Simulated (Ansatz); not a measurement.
Gas-phase electronic energies from Ansatz, PBE0-D4/def2-TZVP geometries. CCSD(T)/CBS adds triple-zeta CCSD(T) − MP2 to the extrapolated MP2 energy (def2 sets, frozen cores). This one scheme is used for every species. Each species was taken in one conformer, which may not be the lowest.

`CCC(CC)C(C)C` + `OBO` → `CCOBO` + `CCCC(C)C`  (substitution at a C–C bond)

`CCC(CC)C(C)C`:

```xyz
26

C    -2.138    0.551    0.709
C    -1.366    0.376   -0.589
C     0.135    0.115   -0.422
C     0.855    1.304    0.220
C     0.605    2.643   -0.456
C     0.437   -1.195    0.328
C     1.928   -1.515    0.341
C    -0.323   -2.383   -0.248
H    -3.193    0.750    0.509
H    -2.088   -0.342    1.337
H    -1.755    1.387    1.300
H    -1.497    1.268   -1.207
H    -1.809   -0.439   -1.167
H     0.544   -0.003   -1.437
H     0.575    1.369    1.278
H     1.930    1.112    0.209
H     0.816    2.589   -1.528
H    -0.428    2.979   -0.340
H     1.248    3.417   -0.031
H     0.118   -1.064    1.371
H     2.515   -0.766    0.875
H     2.110   -2.477    0.827
H     2.318   -1.582   -0.680
H    -1.404   -2.281   -0.142
H    -0.031   -3.307    0.256
H    -0.102   -2.505   -1.314
```

`OBO`:

Z-matrix (Å, degrees):
```
B
O 1 1.353
O 1 1.364 2 119.3
H 1 1.198 2 118.4 3 180.0
H 2 0.963 1 112.3 3 0.0
H 3 0.958 1 113.2 2 180.0
```

`CCOBO`:

```xyz
12

C     1.556   -0.546   -0.521
C     0.619   -0.243    0.622
O    -0.730   -0.303    0.190
B    -1.505    0.807    0.117
O    -2.784    0.705   -0.323
H     2.591   -0.552   -0.171
H     1.333   -1.524   -0.953
H     1.464    0.205   -1.309
H     0.830    0.745    1.045
H     0.737   -0.981    1.421
H    -1.093    1.888    0.433
H    -3.016   -0.201   -0.550
```

`CCCC(C)C`:

```xyz
20

C    -0.162    0.671   -2.279
C     0.974    0.161   -1.407
C     0.523   -0.758   -0.277
C    -0.455   -0.154    0.729
C    -0.854   -1.200    1.760
C     0.111    1.082    1.412
H     0.217    1.256   -3.120
H    -0.849    1.311   -1.719
H    -0.746   -0.159   -2.688
H     1.531    1.009   -0.997
H     1.687   -0.388   -2.031
H     1.407   -1.108    0.271
H     0.063   -1.653   -0.714
H    -1.363    0.142    0.189
H    -1.590   -0.804    2.465
H    -1.286   -2.084    1.284
H     0.017   -1.526    2.337
H    -0.591    1.476    2.152
H     0.324    1.884    0.701
H     1.043    0.842    1.933
```

| species | CCSD(T)/CBS(def2) energy (Eh) |
| --- | --- |
| `CCC(CC)C(C)C` | -315.28524 |
| `OBO` | -177.05255 |
| `CCOBO` | -255.55843 |
| `CCCC(C)C` | -236.76474 |

(1) Work out ΔE.

Largest T1 diagnostic among the species: 0.013.

Answers

(1) ΔE = (-255.55843) + (-236.76474) − (-315.28524) − (-177.05255) = 0.01462 Eh = +38.4 kJ/mol.

In def2-TZVPP, CCSD(T) changes the Hartree–Fock value by +32.0 kJ/mol (the triples alone add +3.7 kJ/mol) and MP2 by +40.1 kJ/mol. From PBE to PBE0 (25 % exact exchange), in def2-TZVPP and without D4, ΔE moves by +3.7 kJ/mol. The D4 term adds +14.4 kJ/mol with B3LYP and +8.5 kJ/mol with PBE0; it sums over pairs of atoms, weighted by their polarisabilities, and B3LYP, whose exchange is more repulsive, gets the larger term.

B3LYP here is the variant with VWN-RPA as its local correlation; programs differ in this.
